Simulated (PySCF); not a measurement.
## Peak assignment

Molfile (atoms numbered from 1):
```
C9H16
     RDKit          3D

 25 24  0  0  0  0  0  0  0  0999 V2000
   -0.7979    0.3654   -2.1573 C   0  0  0  0  0  0  0  0  0  0  0  0
   -1.0383    0.0258   -0.8932 C   0  0  0  0  0  0  0  0  0  0  0  0
   -2.1228    0.7364   -0.1237 C   0  0  0  0  0  0  0  0  0  0  0  0
   -1.5569    1.5369    1.0482 C   0  0  0  0  0  0  0  0  0  0  0  0
   -0.2710   -1.0211   -0.1956 C   0  0  0  0  0  0  0  0  0  0  0  0
   -0.7870   -1.7382    0.8000 C   0  0  0  0  0  0  0  0  0  0  0  0
    1.1484   -1.2638   -0.6398 C   0  0  0  0  0  0  0  0  0  0  0  0
    2.0552   -0.0561   -0.3804 C   0  0  0  0  0  0  0  0  0  0  0  0
    2.2595    0.1879    1.1091 C   0  0  0  0  0  0  0  0  0  0  0  0
   -1.3743    1.1322   -2.6481 H   0  0  0  0  0  0  0  0  0  0  0  0
   -0.0474   -0.1101   -2.7634 H   0  0  0  0  0  0  0  0  0  0  0  0
   -2.8505    0.0135    0.2503 H   0  0  0  0  0  0  0  0  0  0  0  0
   -2.6503    1.4138   -0.7978 H   0  0  0  0  0  0  0  0  0  0  0  0
   -2.3531    2.0746    1.5583 H   0  0  0  0  0  0  0  0  0  0  0  0
   -0.8257    2.2598    0.6924 H   0  0  0  0  0  0  0  0  0  0  0  0
   -1.0712    0.8779    1.7639 H   0  0  0  0  0  0  0  0  0  0  0  0
   -1.7986   -1.6233    1.1477 H   0  0  0  0  0  0  0  0  0  0  0  0
   -0.2088   -2.4998    1.2967 H   0  0  0  0  0  0  0  0  0  0  0  0
    1.1619   -1.4997   -1.7057 H   0  0  0  0  0  0  0  0  0  0  0  0
    1.5482   -2.1286   -0.1068 H   0  0  0  0  0  0  0  0  0  0  0  0
    1.6146    0.8305   -0.8400 H   0  0  0  0  0  0  0  0  0  0  0  0
    3.0244   -0.2333   -0.8527 H   0  0  0  0  0  0  0  0  0  0  0  0
    2.7252   -0.6775    1.5765 H   0  0  0  0  0  0  0  0  0  0  0  0
    2.8993    1.0523    1.2716 H   0  0  0  0  0  0  0  0  0  0  0  0
    1.3063    0.3684    1.5990 H   0  0  0  0  0  0  0  0  0  0  0  0
  1  2  2  0
  2  3  1  0
  3  4  1  0
  2  5  1  0
  5  6  2  0
  5  7  1  0
  7  8  1  0
  8  9  1  0
  1 10  1  0
  1 11  1  0
  3 12  1  0
  3 13  1  0
  4 14  1  0
  4 15  1  0
  4 16  1  0
  6 17  1  0
  6 18  1  0
  7 19  1  0
  7 20  1  0
  8 21  1  0
  8 22  1  0
  9 23  1  0
  9 24  1  0
  9 25  1  0
M  END
```

[PySCF 2.14: GIAO PBE0/pcSseg-1 shieldings; geometry from GFN2-xTB; no relativistic terms; one averaged value for each set of equivalent atoms; one computed conformer; no solvent model]

Referencing at the same level of theory: ¹³C (σ = 186.93 ppm), ¹H (σ = 31.72 ppm) against TMS.

Q: Assign these signals to the numbered atoms. ¹³C{¹H} NMR (computed): δ 156.6 (C), 153.5 (C), 120.2 (CH2), 118.5 (CH2), 41.7 (CH2), 34.5 (CH2), 23.1 (CH2), 16.7 (CH3), 15.2 (CH3).

A: 
| δ (ppm) | atoms | environment | reason |
| --- | --- | --- | --- |
| 156.6 | C2 | fully substituted alkene carbon | an sp2 carbon of a C=C bond |
| 153.5 | C5 | fully substituted alkene carbon | – |
| 120.2 | C6 | terminal =CH2 carbon | as expected for a trigonal carbon in a double bond |
| 118.5 | C1 | terminal =CH2 carbon | – |
| 41.7 | C7 | allylic sp3 CH2 | saturated and bonded to C and H only |
| 34.5 | C3 | allylic sp3 CH2 | – |
| 23.1 | C8 | sp3 CH2 | saturated and bonded to C and H only |
| 16.7 | C4 | methyl carbon | aliphatic region, no heteroatom directly attached |
| 15.2 | C9 | methyl carbon | – |

C6 and C1; C4 and C9 lie closer than the usual error of such a calculation, so a measured spectrum could show them in the other order.

Q: Assign these signals to the numbered atoms. ¹H NMR (400 MHz, computed): δ 5.48 (br s, 1H), 5.45 (m, 1H), 5.31 (m, 1H), 5.22 (br s, 1H), 2.48 (q, 2H), 2.43 (t, 2H), 1.48 (m, 2H), 1.11 (t, 3H), 0.85 (t, 3H).

A: 
```tsv
δ (ppm)	atoms	environment	reason
5.48	H10	hydrogen on a terminal =CH2 carbon	a vinylic proton, deshielded by the sp2 carbon and the C=C anisotropy
5.45	H18	hydrogen on a terminal =CH2 carbon	–
5.31	H17	hydrogen on a terminal =CH2 carbon	–
5.22	H11	hydrogen on a terminal =CH2 carbon	–
2.48	H12/H13	hydrogen on an allylic sp3 CH2	allylic position
2.43	H19/H20	hydrogen on an allylic sp3 CH2	–
1.48	H21/H22	hydrogen on an sp3 CH2	–
1.11	H14/H15/H16	hydrogen on a methyl carbon	–
0.85	H23/H24/H25	hydrogen on a methyl carbon	far from electronegative atoms and π systems
```

H10 and H18; H17 and H11; H12/H13 and H19/H20 lie closer than the usual error of such a calculation, so a measured spectrum could show them in the other order.

Shifts are as computed. Against solution values, carbons near 30 ppm lie about +3 ppm off and those near 130 ppm about +5 ppm. Of 1211 compounds with measured shifts, 218 miss one by over three times the rms of a fit or turn the order of signals round; such compounds aren't used in these exercises. Multiplicities follow the n + 1 count of equivalent neighbours, as no J values were calculated; m marks all less simple cases, F and P coupling included.
